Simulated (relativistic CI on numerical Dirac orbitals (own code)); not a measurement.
## Cu⁴⁺ in a cubic cluster: L2,3 absorption with charge transfer

Computed with a charge-transfer multiplet model of a cubic metal-ligand cluster with up to 3 ligand holes, Slater and spin-orbit integrals from Dirac-Coulomb-Breit ions, Slater integrals scaled by 0.7. The ground state mixes d7 with configurations of k ligand holes L, whose averages lie at kΔ + k(k − 1)U_dd/2; a core hole lowers each added d electron by U_cd. 300 K, Lorentzian 0.4 eV and Gaussian 0.3 eV FWHM.

Atomic integrals in eV (Slater integrals scaled, ζ unscaled), ground: F2dd 10.358, F4dd 6.495, zeta_d 0.120; with the core hole: F2dd 10.861, F4dd 6.812, zeta_d 0.150, zeta_core 13.370, F2cd 6.618, G1cd 5.133, G3cd 2.922.

Cluster parameters (eV): Δ = -0.8, U_cd = 9.2, 10Dq = 1.45, 10Dq(ligand) = 0.3, V(eg) = 2.05, V(t2g) = -1.07, final-state hopping factor = 1.

```tsv
Case	n_d	d7	d8L	d9L2	d10L3	S
U_dd = 6 eV	7.80	0.30	0.61	0.09	0.00	0.53
U_dd = 8.1 eV	7.74	0.32	0.61	0.07	0.00	0.54
U_dd = 8.8 eV	7.73	0.33	0.61	0.06	0.00	0.54
U_dd = 9.5 eV	7.72	0.34	0.61	0.05	0.00	0.54
U_dd = 10.2 eV	7.71	0.34	0.61	0.05	0.00	0.54
```

Weights, n_d and S are thermal averages at 300 K. Photon energies count from the first peak over 30 % of the highest in each spectrum, which can be another peak from case to case. The parameters are a model scan and need not match a compound or its usual spin state. Peaks in eV (height, largest 100):
- U_dd = 6 eV: 0.0 (100), 2.1 (7), 3.1 (5), 5.2 (6), 6.6 (14), 20.4 (50), 26.4 (5)
- U_dd = 8.1 eV: 0.0 (33), 0.8 (100), 3.0 (10), 3.6 (9), 4.9 (5), 20.4 (14), 21.3 (53), 22.9 (6)
- U_dd = 8.8 eV: 0.0 (33), 0.9 (100), 1.6 (75), 3.3 (10), 5.0 (6), 20.4 (14), 21.4 (53)
- U_dd = 9.5 eV: 0.0 (35), 1.0 (100), 1.7 (89), 3.6 (12), 20.4 (16), 21.5 (55)
- U_dd = 10.2 eV: 0.0 (38), 1.0 (99), 1.9 (100), 3.9 (13), 20.4 (17), 21.6 (56), 22.4 (20)

For the case U_dd = 8.1 eV, Δ = -0.8 eV is smaller than U_dd = 8.1 eV, the charge-transfer side of the Zaanen-Sawatzky-Allen scheme (negative Δ: between configuration averages a ligand hole costs less than the nominal valence; multiplet and field energies can change this for the lowest states). With the core hole the configuration with one ligand hole lies at Δ + U_dd − U_cd = -4.0, -1.9, -1.2, -0.5, 0.2 eV from the one without, in the order of the table; where this is negative the screened configuration lies lower, though the effective hopping of about 3.1 eV (from the holes of the mixed ground state) mixes the two strongly wherever it is as large as the gap.
